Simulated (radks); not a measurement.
Question: Sr4+, 34 electrons, occupied as [Ar] 3d10 4s2 4p4 (the NIST ground configuration). Method: non-relativistic Kohn-Sham, LB94 model potential, spin-polarised, spherical densities, point nucleus; open shells are filled with parallel spins first (spin-orbit coupling, left out, can overturn this in heavy ions); relativity is left out, which matters for an element this heavy; computed with a radial shooting solver on a logarithmic mesh with Libxc functionals. Some entries of the table are withheld. Estimate them.

orbital  occ.  eigenvalue (Ry)  <1/r> (bohr^-1)  r(max) (bohr)
1s down     1        -1158.631            37.53        0.02656
1s up       1        -1158.629            37.53        0.02656
2s up       1        -158.9996            8.387         0.1492
2s down     1        -158.9890            8.386         0.1492
2p up       3        -145.5181            8.391         0.1176
2p down     3        -145.5002            8.390         0.1176
3s up       1        -28.09051            2.818         0.4467
3s down     1        -28.07969            2.814         0.4469
3p up       3        -23.11911            2.726         0.4356
3p down     3        -23.11099            2.722         0.4358
3d up       5        -14.09970            2.531         0.3742
3d down     5        -14.09857            2.528         0.3743
4s up       1         -6.64643              (1)          1.181
4s down     1         -6.60961              (2)          1.171
4p up       3         -5.32862           0.9186          1.281
4p down     1         -5.27345           0.9315          1.267

Answer: 
(1) 4s up <1/r> (bohr^-1): 1.023
(2) 4s down <1/r> (bohr^-1): 1.036
